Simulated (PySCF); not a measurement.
B(Cl)(GeH3)(OH) (BClGeH₄O), SMILES O[B](Cl)[GeH3].

Geometry optimised at B3LYP-D3(BJ)/def2-SVP. This is a generated structure with no PubChem entry under its InChIKey; it may be hypothetical. The values are those of a single conformer.

Two levels are set side by side: PBE/def2-TZVP (PySCF) and B3LYP/def2-TZVP (PySCF). Same geometry, gas phase. Differences are taken from unrounded values.

| quantity | B3LYP |
|---|---|
| orbital gap (eV) | 6.95 |
| highest occupied level (eV) | -8.14 |
| lowest empty level (eV) | -1.19 |
| dipole moment (D) | 1.50 |
| mean polarisability (bohr³) | 62.6 |

### Question
What does PBE give, and how far is it from B3LYP? (An estimate is asked for; the answer gives what the named calculation found.)

### Answer

```json
[
 {"quantity": "orbital gap (eV)", "PBE": "5.19", "PBE minus B3LYP": "-1.76"},
 {"quantity": "highest occupied level (eV)", "PBE": "-7.12", "PBE minus B3LYP": "1.02"},
 {"quantity": "lowest empty level (eV)", "PBE": "-1.93", "PBE minus B3LYP": "-0.74"},
 {"quantity": "dipole moment (D)", "PBE": "1.53", "PBE minus B3LYP": "0.03"},
 {"quantity": "mean polarisability (bohr³)", "PBE": "64.8", "PBE minus B3LYP": "2.2"}
]
```

Without exact exchange PBE keeps part of each electron's self-repulsion, which lifts occupied levels and narrows the gap. PBE's more diffuse valence density responds more strongly to a field. Differences between two approximate levels are no errors against the true value.

Rough cost on one machine, each run with all the roots and properties that it gave: B3LYP against PBE within a factor of 2.
